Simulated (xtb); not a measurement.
BeFCl, SMILES [F][Be][Cl]. All values are semi-empirical tight-binding results from xtb (GFN2-xTB unless named), good for trends rather than for accurate numbers. Coordinates come from a GFN2-xTB optimisation.

For metal compounds this method's bond lengths and energies can be far off.

- point group as xtb finds it: C∞v
- orbital gap: 6.95 eV
- zero-point energy: 3.2 kcal/mol
- G − E(el) at 298.15 K (modified RRHO): -11.6 kcal/mol
